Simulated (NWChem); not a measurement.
System: GeH₃, doublet; SMILES [GeH3]

Here is an NWChem input.

```
start job
memory heap 200 mb stack 900 mb global 1100 mb
geometry units angstroms
  Ge     0.000000     0.000000    -0.090979
  H     -0.509300    -1.376910    -0.562508
  H     -0.937789     1.129522    -0.562508
  H      1.447089     0.247388    -0.562508
end
basis spherical
  * library def2-svp
end
dft
  odft
  mult 2
  xc becke88 lyp
  iterations 150
end
driver
  maxiter 120
end
task dft optimize
task dft freq
```

In the optimisation the excess spin sits in a (C3, its own frame). No stability test was run on the SCF state.

The level has its own optimisation; frequencies are unscaled.

Problem. Predict the main results of this run. (BLYP/def2-SVP, spin-unrestricted.) Quantities: r Ge–H (Å); highest harmonic frequency (cm⁻¹); lowest (cm⁻¹); zero-point energy (kcal/mol); dipole (D).

Solution. r Ge–H (Å): 1.562
highest harmonic frequency (cm⁻¹): 2035
lowest (cm⁻¹): 698
zero-point energy (kcal/mol): 12.0
dipole (D): 0.05
